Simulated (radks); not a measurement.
Nd4+, 56 electrons, occupied as [Xe] 4f2.

Calculated with a radial shooting solver on a logarithmic mesh with Libxc functionals: scalar-relativistic Kohn-Sham, BLYP, spin-unpolarised, spherical densities, finite nucleus; Fermi nuclear charge, rms radius 4.9123 fm.

Energy parts (hartree):
| part | energy |
|---|---|
| total | -9621.3330 |
| kinetic | 10239.9226 |
| electron-nucleus | -23262.3306 |
| Hartree | 3622.1942 |
| exchange-correlation | -221.1193 |

Orbitals (lengths in bohr, moments of r in powers of bohr; r(max) is where P^2 peaks):
orbital,occ.,eigenvalue (hartree),<r^2>,r(max)
1s,2,-1596.894,0.0007599,0.01510
2s,2,-259.8944,0.01204,0.08550
2p,6,-232.5539,0.009624,0.06892
3s,2,-57.93070,0.08107,0.2438
3p,6,-49.30813,0.08111,0.2388
3d,10,-37.33349,0.06883,0.1961
4s,2,-13.03193,0.4126,0.5641
4p,6,-10.19269,0.4643,0.5882
4d,10,-6.15118,0.5635,0.6150
4f,2,-1.82164,1.013,0.6358
5s,2,-3.04358,2.185,1.281
5p,6,-2.29092,2.809,1.426

The highest occupied level is 4f at -49.569 eV. Summed over all electrons, <r^2> = 33.92 bohr^2, which gives a Langevin (diamagnetic) susceptibility term of -26.9 x 10^-6 cm^3/mol.
